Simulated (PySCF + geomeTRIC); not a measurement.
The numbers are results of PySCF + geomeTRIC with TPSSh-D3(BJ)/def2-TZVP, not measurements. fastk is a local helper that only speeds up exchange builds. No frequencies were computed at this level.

```python
import json, numpy as np
from pyscf import gto, dft
from fastk import lowrank_exchange
atoms = """
Ga    -0.317957     0.740673    -0.000000
Br     1.885324    -0.147437    -0.000006
H     -1.567367    -0.593235     0.000007
"""
def scf(charge, spin, dm0=None):
    mol = gto.M(atom=atoms, basis='def2-tzvp', ecp={}, charge=charge, spin=spin, verbose=3, max_memory=5040)
    mf = dft.KS(mol, xc='tpssh').density_fit(auxbasis="def2-universal-jkfit")
    mf.disp = 'd3bj'
    mf.grids.level = 3
    mf.conv_tol = 1e-8
    mf.max_cycle = 60
    mf.kernel(dm0)
    if not mf.converged:
        mf = mf.newton().run(mf.mo_coeff, mf.mo_occ).undo_soscf()
    return mf
mf = scf(0, 1)
lowrank_exchange(mf)  # same exchange matrices as the stock routine, built faster for response steps
mo, _, stable, _ = mf.stability(return_status=True)
if not stable:
    mf.kernel(mf.make_rdm1(mo, mf.mo_occ))
del mf.get_jk
from pyscf.geomopt.geometric_solver import kernel as optimize
path = []
done, mol = optimize(mf, maxsteps=80, assert_convergence=False, callback=lambda env: path.append((env["energy"], bool(env["g_scanner"].converged))))
res = dict(converged=bool(done and path[-1][1]), energy=path[-1][0], path=[e for e, c in path], xyz=mol.atom_coords(unit="Angstrom").tolist(), nao=mol.nao)
json.dump(res, open("result.json", "w"))
```

Output:

```
converged SCF energy = -4499.51249479555  <S^2> = 0.76093466  2S+1 = 2.0109049
<class 'pyscf.df.df_jk.DFUKS'> wavefunction is stable in the internal stability analysis
Geometry optimization cycle 1
converged SCF energy = -4499.51249479539  <S^2> = 0.76093523  2S+1 = 2.0109055
cycle 1: E = -4499.5124948  dE = -4499.51  norm(grad) = 0.0391937
Geometry optimization cycle 2
converged SCF energy = -4499.51975813472  <S^2> = 0.75570061  2S+1 = 2.0056925
cycle 2: E = -4499.51975813  dE = -0.00726334  norm(grad) = 0.0127793
Geometry optimization cycle 3
converged SCF energy = -4499.51987311207  <S^2> = 0.75440083  2S+1 = 2.004396
cycle 3: E = -4499.51987311  dE = -0.000114977  norm(grad) = 0.0133754
Geometry optimization cycle 4
converged SCF energy = -4499.52022752697  <S^2> = 0.75496727  2S+1 = 2.0049611
cycle 4: E = -4499.52022753  dE = -0.000354415  norm(grad) = 0.00130267
Geometry optimization cycle 5
converged SCF energy = -4499.52023469247  <S^2> = 0.75491761  2S+1 = 2.0049116
cycle 5: E = -4499.52023469  dE = -7.16549e-06  norm(grad) = 0.000310008
Geometry optimization cycle 6
converged SCF energy = -4499.52023579051  <S^2> = 0.75490242  2S+1 = 2.0048964
cycle 6: E = -4499.52023579  dE = -1.09805e-06  norm(grad) = 9.4877e-05
Geometry optimization cycle 7
converged SCF energy = -4499.52023580154  <S^2> = 0.75490367  2S+1 = 2.0048977
cycle 7: E = -4499.5202358  dE = -1.10294e-08  norm(grad) = 6.32024e-05
<class 'geometric.internal.Distance'> : 2
<class 'geometric.internal.Angle'> : 1
<class 'geometric.internal.TranslationX'> : 1
<class 'geometric.internal.TranslationY'> : 1
<class 'geometric.internal.TranslationZ'> : 1
<class 'geometric.internal.RotationA'> : 1
<class 'geometric.internal.RotationB'> : 1
<class 'geometric.internal.RotationC'> : 1
Step    0 : Gradient = 2.263e-02/2.715e-02 (rms/max) Energy = -4499.5124947954
Step    1 : Displace = 8.028e-02/1.044e-01 (rms/max) Trust = 1.000e-01 (=) Grad = 7.378e-03/9.036e-03 (rms/max) E (change) = -4499.5197581347 (-7.263e-03) Quality = 1.458
Step    2 : Displace = 3.730e-02/4.494e-02 (rms/max) Trust = 1.414e-01 (+) Grad = 7.722e-03/9.655e-03 (rms/max) E (change) = -4499.5198731121 (-1.150e-04) Quality = 0.148
Step    3 : Displace = 1.959e-02/2.685e-02 (rms/max) Trust = 1.865e-02 (-) Grad = 7.521e-04/1.010e-03 (rms/max) E (change) = -4499.5202275270 (-3.544e-04) Quality = 0.894
Step    4 : Displace = 3.525e-03/4.375e-03 (rms/max) Trust = 2.638e-02 (+) Grad = 1.790e-04/2.312e-04 (rms/max) E (change) = -4499.5202346925 (-7.165e-06) Quality = 1.269
Step    5 : Displace = 2.510e-03/2.703e-03 (rms/max) Trust = 3.730e-02 (+) Grad = 5.478e-05/8.017e-05 (rms/max) E (change) = -4499.5202357905 (-1.098e-06) Quality = 0.940
Step    6 : Displace = 4.803e-04/5.802e-04 (rms/max) Trust = 5.275e-02 (+) Grad = 3.649e-05/4.358e-05 (rms/max) E (change) = -4499.5202358015 (-1.103e-08) Quality = 0.109
Converged! =D
```

Cost: roughly 5 core-minutes.
